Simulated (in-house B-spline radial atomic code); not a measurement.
Values are calculated unless marked as measured or tabulated.
# S ion on Hf atom: potential, deflection and energy transfer

The pair potential comes from two frozen, spherical free-atom densities (PBE, B-spline radial code, scalar-relativistic past argon): electrostatics plus the change in Thomas-Fermi kinetic and Dirac exchange energy where they overlap, the recipe behind the universal ZBL potential, which averages such potentials (from solid-state densities) over many pairs. It is written V = (Z1 Z2 e²/r) φ(r/a), with e² = 14.3996 eV·Å and a = 0.46850 Å/(Z1^0.23 + Z2^0.23); ZBL's fit is φ = 0.18175 e^(−3.1998x) + 0.50986 e^(−0.94229x) + 0.28022 e^(−0.4029x) + 0.02817 e^(−0.20162x). Where φ falls below 4e-4 it is continued as an exponential.

Masses 32.06 and 178.49 u.

```csv
x = r/a,"φ, this pair","φ, ZBL"
0.1,0.8813,0.8928
0.5,0.6031,0.6096
1.5,0.2958,0.2995
3,0.1265,0.1292
5,0.05064,0.05224
8,0.0169,0.01705
12,0.005281,0.00474
17,0.001349,0.001212
```

(1) At x = 1 the electrostatic, kinetic and exchange parts are 47633.53, 19508.55 and -578.57 eV. Find r, V and φ.

(2) The ion comes in at 190.7 keV with impact parameter 0.5130 Å. The scattering integral gives a centre-of-mass angle of 1.186° and a closest approach of 5.025 a. What are the reduced energy, the energy passed on and the laboratory angles?

## Answers

(1) a = 0.46850/(1.8921 + 2.6742) = 0.10260 Å, so r = 0.10260 Å. V = 47633.53 + 19508.55 + (-578.57) = 66563.51 eV. The bare repulsion is 16 × 72 × 14.3996/0.10260 = 161680 eV, so φ = 0.4117, -1.1 % against ZBL's 0.4164. The kinetic (Pauli) term is 29 % of V here.

(2) ε = E a M2/(Z1 Z2 e² (M1 + M2)) = 190700 × 5.2433e-06 = 1. The most that one collision can pass on is γE with γ = 4 M1 M2/(M1 + M2)² = 0.5163. Here T = γE sin²(θ/2) = 0.5163 × 190700 × 0.0001071 = 10.54 eV. The ion turns by arctan(sin θ/(cos θ + M1/M2)) = 1.0°, and the struck atom leaves at (180° − θ)/2 = 89.4°. The closest approach is 0.516 Å. With ZBL the angle would be 1.22° and T = 11.1 eV.
